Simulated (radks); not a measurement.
Q: The nickel ion Ni22+, configuration [He] 2s2 2p2. Calculated with a radial shooting solver on a logarithmic mesh with Libxc functionals: scalar-relativistic Kohn-Sham, PBE, spin-polarised, spherical densities, finite nucleus; open shells are filled with parallel spins first; Fermi nuclear charge, rms radius 3.7757 fm. Some entries of the table are withheld. Estimate them.

| orbital | occ. | eigenvalue (hartree) | r(max) (bohr) | <r^2> (bohr^2) |
|---|---|---|---|---|
| 1s up | 1 | -349.2462 | 0.03536 | 0.003902 |
| 1s down | 1 | -348.7858 | 0.03534 | 0.003892 |
| 2s up | 1 | -75.20109 | (1) | 0.06102 |
| 2s down | 1 | -74.36199 | (2) | 0.06164 |
| 2p up | 2 | -71.71561 | 0.1551 | (3) |
| 2p down | 0 | -70.71735 | 0.1559 | (4) |

A: 
(1) 2s up r(max) (bohr): 0.1958
(2) 2s down r(max) (bohr): 0.1965
(3) 2p up <r^2> (bohr^2): 0.04668
(4) 2p down <r^2> (bohr^2): 0.04730
